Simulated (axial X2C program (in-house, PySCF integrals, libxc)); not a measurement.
**ZrCl: from Re and ωe to a spectrum**

A bond curve at the PBE0 level, with spin–orbit coupling, was computed with an in-house all-electron X2C program for linear molecules (integrals from PySCF) (basis Zr dyall-cv3z [11s12p9d6f3g], Cl dyall-av3z [9s8p3d2f] (cores contracted in-house)) for the state Ω = 3/2 (⟨Sz⟩ = 1.50, ⟨Lz⟩ = 0.00 at PBE0). Its fit gives Re = 2.3280 Å, ωe = 388.2 cm⁻¹, ωexe = 1.2 cm⁻¹ and αe = 5.247e-04 cm⁻¹; the masses are 89.9047 and 34.9689 u. Two-component means X2C with spin–orbit coupling and atomic mean-field Coulomb and Gaunt terms.

**Question.** Find the reduced mass, Be and the force constant.

**Answer.** From the PBE0 values: μ = 25.1764 u. Be = 16.8576/(μ Re²) = 0.1235 cm⁻¹. k = 5.8918×10⁻⁷ μ ωe² = 2.24 mdyn/Å.

**Question.** Where do the fundamental and the first overtone lie?

**Answer.** ν(1←0) = ωe − 2ωexe = 385.8 cm⁻¹; ν(2←0) = 2ωe − 6ωexe = 769.2 cm⁻¹.

**Question.** A Morse curve ties αe to the other constants (Pekeris). How well does that hold?

**Answer.** αe(Morse) = 6Be²/ωe × (√(ωexe/Be) − 1) = 4.993e-04 cm⁻¹; the PBE0 curve gives 5.247e-04 cm⁻¹, a ratio of 0.95.

**Question.** The dipole moment p changes by 5.25 D/Å at Re. What harmonic infrared intensity follows?

**Answer.** I = 42.256 × (dp/dR)²/μ = 46 km/mol.

**Question.** Estimate the centrifugal constant by the Kratzer relation.

**Answer.** D = 4Be³/ωe² = 5.01e-08 cm⁻¹.

The state is a single determinant with fixed occupations, the lowest that a limited PBE0 search found. Density functionals use the spin component along the axis (collinear). Other states lie close and PBE0, whose exact exchange favours high spin, may order them wrongly; the determinant shown need not be the ground state. The nearest other 2c determinant of the search, Ω = 3/2, lies 0.12 eV up at the distance of the search. With several unpaired electrons one determinant need not be a pure state. This is the top spin component of a Σ state; components of lower Ω are not single determinants and can lie lower.
